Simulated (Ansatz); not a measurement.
Molecule: trichlorosilane, sum formula SiHCl₃ (charge 0, singlet). 
Coordinates optimised at B3LYP-D3(BJ)/def2-TZVP (Ansatz, a program for electronic structure):
```xyz
5

Si     0.0220     0.0063     0.5014
Cl     1.7038    -0.8807    -0.2402
Cl    -1.6228    -1.0461    -0.0923
Cl    -0.1042     1.9202    -0.1959
H      0.0861     0.0245     1.9632
```

Total electronic energies in hartree. Cores are frozen in the correlated levels unless marked. Spin-orbit coupling is left out. No relativistic terms. CBS marks a two-point X^-3 extrapolation of the correlation energy; Hartree-Fock from the larger set (for Q and 5 zeta extrapolated as (X+1)exp(-9√X)). [CCSD(T)-MP2]/basis is that difference in the basis named.

```json
[
 {"level": "HF/cc-pVTZ", "program": "Ansatz", "energy (Eh)": "-1668.25117"},
 {"level": "HF/cc-pV(Q+d)Z", "program": "Ansatz", "energy (Eh)": "-1668.27226"},
 {"level": "revPBE-D3(BJ)/def2-TZVPD", "program": "Ansatz + dftd3", "energy (Eh)": "-1670.60096"},
 {"level": "revPBE-D4/def2-TZVPD", "program": "Ansatz + dftd4", "energy (Eh)": "-1670.60334"},
 {"level": "r2SCAN0-D4/def2-TZVPD", "program": "Ansatz + dftd4", "energy (Eh)": "-1670.77880"},
 {"level": "r2SCAN0/def2-TZVPD", "program": "Ansatz", "energy (Eh)": "-1670.77696"},
 {"level": "HSE06/def2-TZVPD", "program": "Ansatz", "energy (Eh)": "-1670.30038"},
 {"level": "LC-wPBE-D4/def2-TZVPD", "program": "Ansatz + dftd4", "energy (Eh)": "?"},
 {"level": "SCS-MP2/aug-cc-pV(Q+d)Z", "program": "Ansatz", "energy (Eh)": "-1669.02531"},
 {"level": "SCS-MP2/cc-pV(Q+d)Z", "program": "Ansatz", "energy (Eh)": "-1669.01670"},
 {"level": "CCSD/aug-cc-pV(Q+d)Z", "program": "Ansatz", "energy (Eh)": "-1669.07558"},
 {"level": "CCSD(T)/aug-cc-pV(T+d)Z", "program": "Ansatz", "energy (Eh)": "-1669.04080"},
 {"level": "RI-MP2/CBS(cc-pV(T+d)Z,cc-pV(Q+d)Z)+[CCSD(T)-MP2]/cc-pV(Q+d)Z", "program": "Ansatz", "energy (Eh)": "-1669.1572"},
 {"level": "CCSD(T)/CBS(aug-cc-pV(T+d)Z,aug-cc-pV(Q+d)Z)", "program": "Ansatz", "energy (Eh)": "-1669.1583"},
 {"level": "CCSD(T)/CBS(cc-pV(Q+d)Z,cc-pV(5+d)Z)", "program": "Ansatz", "energy (Eh)": "-1669.1579"}
]
```

Question: Some entries are withheld; supply them.

Answer: 
- LC-wPBE-D4/def2-TZVPD, energy (Eh): -1670.44353
